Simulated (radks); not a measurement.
The platinum anion Pt2-, [Hg], held by a Watson sphere: a shell of charge +2 at radius R that stands for the Madelung well of a crystal (potential energy -2/R inside, -2/r outside, in hartree with lengths in bohr). All-electron calculation, scalar-relativistic Kohn-Sham, LDA (Slater exchange, VWN5 correlation), spin-unpolarised, spherical densities, finite nucleus; Fermi nuclear charge, rms radius of each element as measured or else 0.836 A^(1/3) + 0.57 fm. Program: a radial shooting solver on a logarithmic mesh with Libxc functionals. Response by self-consistent Sternheimer equations with the Hartree and adiabatic LDA kernel, the relativistic mass of each level held fixed and spin-orbit coupling left out. The sphere does not respond.

R (bohr)  e(5p) (eV)  e(6s) (eV)  e(5d) (eV)  <r> 5d (bohr)  sum of <r^2> (bohr^2)  X-ray form factor at sin(theta)/lambda = 0.1 1/angstrom  alpha (bohr^3)
3.48         -53.957      -6.126      -4.765          1.865                  86.22                                                   74.818           71.70
4.21         -53.027      -5.079      -3.679          1.902                  92.72                                                   74.641           101.0
4.73         -52.468      -4.429      -3.052          1.922                  97.23                                                   74.546           128.8
4.86         -52.341      -4.280      -2.912          1.927                  98.35                                                   74.526           136.8
4.88         -52.322      -4.258      -2.891          1.927                  98.53                                                   74.523           138.1
5.32         -51.931      -3.797      -2.465          1.942                  102.4                                                   74.464           169.9
6.07         -51.379      -3.141      -1.873          1.964                  109.1                                                   74.390           244.9
